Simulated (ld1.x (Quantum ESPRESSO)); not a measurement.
# What the settings do to the PAW potential of praseodymium (Pr)

Base potential:

- Element: praseodymium (Pr)
- Generator: ld1.x (Quantum ESPRESSO) 7.5
- Type: PAW
- Functional: PBE
- Relativity: scalar-relativistic
- Frozen core: [Kr] 4d10
- Valence charge: 13
- Reference configuration: 4f2 5s2 5p6 5d0 6s0 6p0 (charge +3)
- Partial waves: 5s (bound): rcut 1.85, rcutus 2.30 bohr; 6s (bound, empty): rcut 1.85, rcutus 2.30 bohr; 5p (bound): rcut 2.10, rcutus 2.30 bohr; 6p (bound, empty): rcut 2.10, rcutus 2.30 bohr; 5d (bound, empty): rcut 2.45, rcutus 2.90 bohr; 5d channel at 0.05 Ry: rcut 2.45, rcutus 2.90 bohr; 4f (bound): rcut 1.30, rcutus 1.70 bohr; 4f channel at 0.35 Ry: rcut 1.30, rcutus 1.70 bohr
- Local potential: all-electron potential smoothed inside 1.60 bohr (lloc = -1)
- Core correction: Bessel-smoothed model core inside 0.95 bohr
- Augmentation charge: PSQ, inside the norm-conserving radii

Cutoffs, loose and tight: the cutoffs (Ry, on a coarse ladder) from which the occupation-weighted sum of valence levels, in a spherical-Bessel basis at the reference potential, stays within 10 and 1 mRy of its value at 400 Ry. They do not see the model core or the augmentation charge, which bear on the density cutoff. Test errors are all-electron minus pseudo excitation energies from the reference, over the configurations 4f3 5s2 5p6 5d0 6s2 6p0; 4f3 5s2 5p6 5d0 6s1 6p0; 4f3 5s2 5p6 5d0 6s0 6p0; 4f2 5s2 5p6 5d1 6s1 6p0; 4f3 5s2 5p6 5d0 6s0 6p1; 4f3 5s2 5p5 5d0 6s2 6p0; 4f3 5s2 5p6 5d0 6s1 6p1. A dash means not determined; rows that change the core or the reference have their own tests. The largest error is taken over the tests solved by every variant that gives reliable tests at all: 4f3 5s2 5p6 5d0 6s0 6p0; 4f3 5s2 5p6 5d0 6s1 6p0; 4f3 5s2 5p6 5d0 6s2 6p0.

Cutoffs are not given where the Bessel-basis levels miss the radial ones by over 6 mRy, ghosts where they miss by over 20 mRy; a channel whose overlap is not positive is not tested.

A file whose overlap is not positive is unfit for use, and its test errors describe a broken file.

| change | outcome | cutoff, loose | cutoff, tight | bound ghosts | largest test error (meV) |
| --- | --- | --- | --- | --- | --- |
| base | generated, overlap not positive | – | – | not determined (overlap not positive) | -103 |
| local potential all-electron potential smoothed inside 1.40 bohr (lloc = -2) | generated, overlap not positive | – | – | not determined (overlap not positive) | -142 |
| wave 4f channel at 0.35 Ry: rcut 1.30, rcutus 1.70 bohr becomes 4f channel at 3.05 Ry: rcut 1.30, rcutus 1.70 bohr | generated, overlap not positive | – | – | not determined (overlap not positive) | -99 |
| waves 5s (bound): rcut 1.85, rcutus 2.24 bohr; 6s (bound): rcut 1.85, rcutus 2.24 bohr | generated, overlap not positive | – | – | not determined (overlap not positive) | test run stopped at test 1 of 7 (negative rho) |
| waves 5p (bound): rcut 2.10, rcutus 2.40 bohr; 6p (bound): rcut 2.10, rcutus 2.40 bohr | generated, overlap not positive | – | – | not determined (overlap not positive) | test run stopped at test 1 of 7 (negative rho) |
| all radii but the core radius scaled by about 1.20 (s 2.76, p 2.76, d 3.48, f 2.04 bohr, rcut 2.22/2.52/2.94/1.56); local potential all-electron potential smoothed inside 1.92 bohr (lloc = -1) | generated, overlap not positive | – | – | not determined (overlap not positive) | test run stopped at test 1 of 7 (negative rho) |
| waves 4f (bound): rcut 1.30, rcutus 2.22 bohr; 4f channel at 0.35 Ry: rcut 1.30, rcutus 2.22 bohr | generated, overlap not positive | – | – | not determined (overlap not positive) | -56 |
| local potential all-electron potential smoothed inside 2.50 bohr (lloc = -1) | generated, overlap not positive | – | – | not determined (overlap not positive) | test run stopped at test 1 of 7 (negative rho) |

Question: What comes out with this change to the base: type TM; waves now 5p (bound): rc 2.30 bohr; 5d (bound): rc 2.90 bohr; 4f (bound): rc 1.70 bohr; 5s (bound): rc 2.30 bohr; local potential the s channel?

Answer: outcome: generated; cutoff, loose: 140 Ry; cutoff, tight: 160 Ry; bound ghosts: none; largest test error (meV): +978.

Question: What comes out with this change to the base: waves 5d (bound): rcut 2.45, rcutus 3.20 bohr; 5d channel at 0.05 Ry: rcut 2.45, rcutus 3.20 bohr?

Answer: outcome: generated; cutoff, loose: 45 Ry; cutoff, tight: 70 Ry; bound ghosts: none; largest test error (meV): -103.
